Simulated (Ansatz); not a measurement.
H$_{5}$N$_{2}$OSi, SMILES `[NH][SiH](N)O` radical. Charge 0, multiplicity 2. The geometry is a stationary point of PBE0-D4/def2-TZVP. It is one conformer, not always the lowest.

```xyz
9

N     1.295   -0.631    0.793
Si    0.223    0.297   -0.223
N    -1.252    0.223    0.617
O     0.312   -0.397   -1.710
H     2.156   -0.176    1.096
H     0.523    1.722   -0.494
H    -1.993    0.890    0.498
H    -1.520   -0.574    1.169
H     0.256   -1.354   -1.746
```

Task: What is the dipole moment at PBE/def2-TZVPP? (Estimate.)

Result: Ansatz gave: 1.42 D, with components (-1.23, -0.14, 0.70) D in this frame, pointing from negative to positive charge.

Task: And with r2SCAN, B3LYP, ωB97M-V? (An estimate is asked.)

Result: Ansatz gave: r2SCAN 1.29 D, B3LYP 1.26 D, ωB97M-V 1.20 D.

Task: Give the Mulliken charges with PBE, B3LYP, r2SCAN in def2-TZVPP. (Best estimate.)

Result: Computed: 
| atom | PBE | B3LYP | r2SCAN |
| --- | --- | --- | --- |
| N1 | -0.35 | -0.36 | -0.38 |
| Si2 | 0.48 | 0.61 | 0.64 |
| N3 | -0.36 | -0.39 | -0.44 |
| O4 | -0.33 | -0.38 | -0.40 |
| H5 | 0.16 | 0.15 | 0.16 |
| H6 | -0.11 | -0.11 | -0.11 |
| H7 | 0.16 | 0.14 | 0.16 |
| H8 | 0.16 | 0.15 | 0.17 |
| H9 | 0.19 | 0.19 | 0.20 |

B3LYP here is the variant with VWN-RPA as its local correlation; programs differ in this.
